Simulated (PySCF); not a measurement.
Si(H)2(Me)2 cation (C2H8Si), SMILES C[SiH2]C (connectivity only; charge and spin as stated), charge +1, multiplicity 2. Atoms are numbered in the order given.

```xyz
11

Si     0.0000     0.0000    -0.6923
C      1.4214     0.0000     0.6613
C     -1.4214     0.0000     0.6613
H      0.0000     1.2594    -1.4884
H      0.0000    -1.2594    -1.4884
H      1.4282    -0.9282     1.2592
H      2.1999     0.0000    -0.1517
H      1.4282     0.9282     1.2592
H     -2.1999     0.0000    -0.1517
H     -1.4282    -0.9282     1.2592
H     -1.4282     0.9282     1.2592
```
Charge +1, spin multiplicity 2.

Geometry optimised at PBE-D3(BJ)/def2-SVP. The multiplicity is an assumed one; other spin states were not compared. The isomer is the one that the SMILES or the coordinates give; other isomers of the formula were not compared.

Calculation: PySCF with PBE0/def2-TZVPD.

Mulliken values depend strongly on the basis, most of all with diffuse functions as here. Atomic charges (e):

| atom | Mulliken | meta-Löwdin | Mulliken spin |
|---|---|---|---|
| Si1 | 0.13 | 0.75 | 0.20 |
| C2 | -0.48 | -0.42 | 0.35 |
| C3 | -0.48 | -0.42 | 0.35 |
| H4 | 0.09 | -0.03 | -0.01 |
| H5 | 0.09 | -0.03 | -0.01 |
| H6 | 0.29 | 0.18 | -0.01 |
| H7 | 0.24 | 0.21 | 0.09 |
| H8 | 0.29 | 0.18 | -0.01 |
| H9 | 0.24 | 0.21 | 0.09 |
| H10 | 0.29 | 0.18 | -0.01 |
| H11 | 0.29 | 0.18 | -0.01 |
